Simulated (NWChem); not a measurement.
System: C2H5NOSi; SMILES C1[Si@H](O)C=N1

Parts of the log:

```
             Northwest Computational Chemistry Package (NWChem) 7.3.0
             --------------------------------------------------------

 C1  symmetry detected

                             Geometry "geometry" -> ""
                             -------------------------

 Output coordinates in angstroms (scale by  1.889725989 to convert to a.u.)

  No.       Tag          Charge          X              Y              Z
 ---- ---------------- ---------- -------------- -------------- --------------
    1 O                    8.0000     0.02880141    -2.06346633     0.35187031
    2 Si                  14.0000     0.02895295    -0.54851838    -0.37808691
    3 C                    6.0000     1.10027201     0.94439485     0.09829958
    4 N                    7.0000     0.10252726     1.77421642     0.18268415
    5 C                    6.0000    -1.12078692     0.92223556     0.08592223
    6 H                    1.0000     0.03114137    -2.05915406     1.32514964
    7 H                    1.0000     0.07687749    -0.87572962    -1.84354637
    8 H                    1.0000     2.14524739     1.30371270     0.18273758
    9 H                    1.0000    -1.85684990     1.32196311    -0.64349127
   10 H                    1.0000    -1.62677040     0.87689847     1.07328476

 Effective nuclear repulsion energy (a.u.)     217.8791849657

                                 NWChem DFT Module
                                 -----------------

 Summary of "ao basis" -> "ao basis" (spherical)
 ------------------------------------------------------------------------------
       Tag                 Description            Shells   Functions and Types
 ---------------- ------------------------------  ------  ---------------------
 O                         def2-svpd                 9       23   4s3p2d
 Si                        def2-svpd                10       24   5s3p2d
 C                         def2-svpd                 8       20   4s2p2d
 N                         def2-svpd                 8       20   4s2p2d
 H                         def2-svpd                 4        8   2s2p

            General Information
            -------------------
          SCF calculation type: DFT
          Wavefunction type:  closed shell.
          No. of atoms     :    10
          No. of electrons :    46
           Alpha electrons :    23
            Beta electrons :    23
          Charge           :     0
          Spin multiplicity:     1
          Use of symmetry is: off; symmetry adaption is: off
          Maximum number of iterations: 200
          AO basis - number of functions:   147
                     number of shells:    63
          Convergence on energy requested:  1.00D-06
          Convergence on density requested:  1.00D-05
          Convergence on gradient requested:  5.00D-04

              XC Information
              --------------
                         PBE0 Method XC Functional
                     Hartree-Fock (Exact) Exchange  0.250
          PerdewBurkeErnzerhof Exchange Functional  0.750
            Perdew 1991 LDA Correlation Functional  1.000 local
           PerdewBurkeErnz. Correlation Functional  1.000 non-local

             Grid Information
             ----------------
          Grid used for XC integration:  medium
          Radial quadrature: Mura-Knowles
          Angular quadrature: Lebedev.
          Tag              B.-S. Rad. Rad. Pts. Rad. Cut. Ang. Pts.
          ---              ---------- --------- --------- ---------
          O                   0.60       49          11.0       434
          Si                  1.10       88          10.0       590
          C                   0.70       49          11.0       434
          N                   0.65       49          12.0       434
          H                   0.35       45          12.0       434
          Grid pruning is: on
          Number of quadrature shells:   509
          Spatial weights used:  Erf1

      Superposition of Atomic Density Guess
      -------------------------------------

 Sum of atomic energies:        -495.42419151

      Non-variational initial energy
      ------------------------------

 Total energy =    -497.805697
 1-e energy   =   -1113.442142
 2-e energy   =     397.757260
 HOMO         =      -0.273165
 LUMO         =      -0.049279

   convergence    iter        energy       DeltaE   RMS-Dens  Diis-err
 ---------------- ----- ----------------- --------- --------- ---------
 d= 0,ls=0.0,diis     1   -498.0085137994 -7.16D+02  1.24D-02  6.71D-01
 d= 0,ls=0.0,diis     2   -497.9417338544  6.68D-02  6.50D-03  1.41D+00
 d= 0,ls=0.0,diis     3   -498.0840282269 -1.42D-01  1.65D-03  4.26D-02
 d= 0,ls=0.0,diis     4   -498.0872344416 -3.21D-03  7.24D-04  1.24D-02
 d= 0,ls=0.0,diis     5   -498.0885013389 -1.27D-03  1.96D-04  8.58D-04
  Resetting Diis
 d= 0,ls=0.0,diis     6   -498.0886014795 -1.00D-04  4.49D-05  2.07D-05
 d= 0,ls=0.0,diis     7   -498.0886043868 -2.91D-06  1.41D-05  1.01D-06
 d= 0,ls=0.0,diis     8   -498.0886043481  3.86D-08  7.71D-06  1.37D-06

         Total DFT energy =     -498.088604348140
      One electron energy =    -1117.070624255739
           Coulomb energy =      449.779598805526
    Exchange-Corr. energy =      -48.676763863657
 Nuclear repulsion energy =      217.879184965729

 Numeric. integr. density =       45.999996522214

                       DFT Final Molecular Orbital Analysis
                       ------------------------------------

 Vector   21  Occ=2.000000D+00  E=-3.276554D-01
              MO Center=  7.6D-02,  1.2D+00,  1.2D-01, r^2= 2.4D+00
   Bfn.  Coefficient  Atom+Function         Bfn.  Coefficient  Atom+Function
  ----- ------------  ---------------      ----- ------------  ---------------
    54      0.362946   3 C  pz               74     -0.361368   4 N  pz
    77      0.247931   4 N  pz              140     -0.213299  10 H  s
    94     -0.204359   5 C  pz               57      0.191622   3 C  pz
   132      0.159613   9 H  s               133      0.146347   9 H  s
   141     -0.138946  10 H  s                97     -0.087684   5 C  pz

 Vector   22  Occ=2.000000D+00  E=-3.151484D-01
              MO Center= -1.4D-01,  1.3D-01,  2.9D-02, r^2= 3.3D+00
   Bfn.  Coefficient  Atom+Function         Bfn.  Coefficient  Atom+Function
  ----- ------------  ---------------      ----- ------------  ---------------
     5      0.287371   1 O  px               93     -0.271800   5 C  py
    53      0.225116   3 C  py               92      0.218053   5 C  px
     8      0.207811   1 O  px               32     -0.197753   2 Si px
    50     -0.191303   3 C  s               124      0.160747   8 H  s
    52      0.157431   3 C  px               90      0.157475   5 C  s

 Vector   23  Occ=2.000000D+00  E=-2.592724D-01
              MO Center=  1.2D-01,  1.1D+00,  3.6D-02, r^2= 3.1D+00
   Bfn.  Coefficient  Atom+Function         Bfn.  Coefficient  Atom+Function
  ----- ------------  ---------------      ----- ------------  ---------------
    71      0.456198   4 N  s                73     -0.449632   4 N  py
    76      0.272486   4 N  py               70      0.260353   4 N  s
     4      0.220631   1 O  s                53     -0.214471   3 C  py
    56     -0.205875   3 C  py               93     -0.204729   5 C  py
   125     -0.194587   8 H  s                96     -0.178094   5 C  py

 Vector   24  Occ=0.000000D+00  E=-4.467138D-02
              MO Center=  4.9D-01,  6.8D-01,  2.2D-01, r^2= 3.7D+00
   Bfn.  Coefficient  Atom+Function         Bfn.  Coefficient  Atom+Function
  ----- ------------  ---------------      ----- ------------  ---------------
    28      0.673310   2 Si s                74      0.416720   4 N  pz
    77     -0.353204   4 N  pz               13      0.346015   1 O  pz
    54      0.335171   3 C  pz               71     -0.321506   4 N  s
    57      0.308408   3 C  pz               44      0.216842   2 Si d -1
    47     -0.196361   2 Si d  2            117      0.179882   7 H  s

 Vector   25  Occ=0.000000D+00  E= 7.561127D-03
              MO Center=  1.8D-01, -1.4D+00,  8.6D-01, r^2= 7.3D+00
   Bfn.  Coefficient  Atom+Function         Bfn.  Coefficient  Atom+Function
  ----- ------------  ---------------      ----- ------------  ---------------
    28      2.980215   2 Si s                13      1.171069   1 O  pz
     4     -1.114516   1 O  s                27     -0.754119   2 Si s
    71     -0.747113   4 N  s                37      0.738948   2 Si pz
    45     -0.721130   2 Si d  0             12     -0.549523   1 O  py
    44      0.545352   2 Si d -1            117      0.522797   7 H  s

 Vector   26  Occ=0.000000D+00  E= 2.849080D-02
              MO Center= -5.5D-01, -2.1D-01, -5.8D-01, r^2= 6.9D+00
   Bfn.  Coefficient  Atom+Function         Bfn.  Coefficient  Atom+Function
  ----- ------------  ---------------      ----- ------------  ---------------
    91      2.337710   5 C  s                51     -1.663820   3 C  s
   133     -1.499270   9 H  s               125      1.051535   8 H  s
    28      0.861425   2 Si s                90      0.816157   5 C  s
   141     -0.703288  10 H  s                 4     -0.650082   1 O  s
    27     -0.635621   2 Si s               137     -0.364617   9 H  px

     Multipole analysis of the density
     ---------------------------------

     L   x y z        total         alpha         beta         nuclear
     -   - - -        -----         -----         ----         -------
     0   0 0 0      0.000000    -23.000000    -23.000000     46.000000

     1   1 0 0     -0.018083     -0.009041     -0.009041     -0.000000
     1   0 1 0     -0.369622     -0.184811     -0.184811     -0.000000
     1   0 0 1      0.425266      0.212633      0.212633     -0.000000

     2   2 0 0    -25.378857    -58.391491    -58.391491     91.404125
     2   1 1 0     -0.071014      1.049269      1.049269     -2.169551
     2   1 0 1      0.045513      0.253980      0.253980     -0.462446
     2   0 2 0    -34.306849   -159.974374   -159.974374    285.641900
     2   0 1 1     -2.475537     -0.542532     -0.542532     -1.390472
     2   0 0 2    -25.517998    -30.760348    -30.760348     36.002698

            General Information
            -------------------
          SCF calculation type: DFT
          Wavefunction type:  closed shell.
          No. of atoms     :    10
          No. of electrons :    46
           Alpha electrons :    23
            Beta electrons :    23
          Charge           :     0
          Spin multiplicity:     1
          Use of symmetry is: off; symmetry adaption is: off
          Maximum number of iterations: 200
          AO basis - number of functions:   147
                     number of shells:    63
          Convergence on energy requested:  1.00D-06
          Convergence on density requested:  1.00D-05
          Convergence on gradient requested:  5.00D-04

              XC Information
              --------------
                         PBE0 Method XC Functional
                     Hartree-Fock (Exact) Exchange  0.250
          PerdewBurkeErnzerhof Exchange Functional  0.750
            Perdew 1991 LDA Correlation Functional  1.000 local
           PerdewBurkeErnz. Correlation Functional  1.000 non-local

             Grid Information
             ----------------
          Grid used for XC integration:  medium
          Radial quadrature: Mura-Knowles
          Angular quadrature: Lebedev.
          Tag              B.-S. Rad. Rad. Pts. Rad. Cut. Ang. Pts.
          ---              ---------- --------- --------- ---------
          O                   0.60       49          11.0       434
          Si                  1.10       88          10.0       590
          C                   0.70       49          11.0       434
          N                   0.65       49          12.0       434
          H                   0.35       45          12.0       434
          Grid pruning is: on
          Number of quadrature shells:   509
          Spatial weights used:  Erf1

          Convergence Information
          -----------------------
          Convergence aids based upon iterative change in
          total energy or number of iterations.
          Levelshifting, if invoked, occurs when the
          HOMO/LUMO gap drops below (HL_TOL):  1.00D-02
          DIIS, if invoked, will attempt to extrapolate
          using up to (NFOCK): 10 stored Fock matrices.

                    Damping( 0%)  Levelshifting(0.5)       DIIS
                  --------------- ------------------- ---------------
          dE  on:    start            ASAP                start
          dE off:    2 iters        200 iters           200 iters

                            NWChem DFT Gradient Module
                            --------------------------

  charge          =   0.00
  wavefunction    = closed shell

                         DFT ENERGY GRADIENTS

    atom               coordinates                        gradient
                 x          y          z           x          y          z
   1 O       0.054427  -3.899386   0.664938   -0.000526  -0.008031  -0.012114
   2 Si      0.054713  -1.036549  -0.714481    0.001523  -0.002527   0.003549
   3 C       2.079213   1.784647   0.185759    0.006874  -0.009645  -0.001079
   4 N       0.193748   3.352783   0.345223   -0.007342   0.016838   0.001365
   5 C      -2.117980   1.742773   0.162369    0.001139  -0.001358  -0.001284
   6 H       0.058849  -3.891237   2.504170    0.000216   0.001947   0.011824
   7 H       0.145277  -1.654889  -3.483797   -0.000077  -0.001114  -0.004474
   8 H       4.053930   2.463660   0.345324    0.007201   0.002114   0.000669
   9 H      -3.508938   2.498148  -1.216022   -0.005395   0.002192  -0.003969
  10 H      -3.074150   1.657098   2.028214   -0.003614  -0.000414   0.005513
```

Level: PBE0/def2-SVPD. Geometry: optimised at PBE-D3(BJ)/def2-SVP.

Problem. Reconstruct the input file.

Solution. One answer among several that fit: the input that was run:
```
start job
memory heap 200 mb stack 900 mb global 1100 mb
geometry units angstroms noautoz
  O      0.000215    -2.054341     0.450307
  Si     0.022806    -0.574981    -0.348998
  C      1.105802     0.927388     0.067494
  N      0.116257     1.770400     0.104245
  C     -1.115177     0.927412     0.035883
  H     -0.005812    -2.004891     1.422323
  H      0.079909    -0.970320    -1.797232
  H      2.153775     1.279523     0.144735
  H     -1.840610     1.300372    -0.717949
  H     -1.630130     0.933125     1.019626
end
basis spherical
  * library def2-svpd
end
dft
  xc pbe0
  iterations 200
end
task dft gradient
```
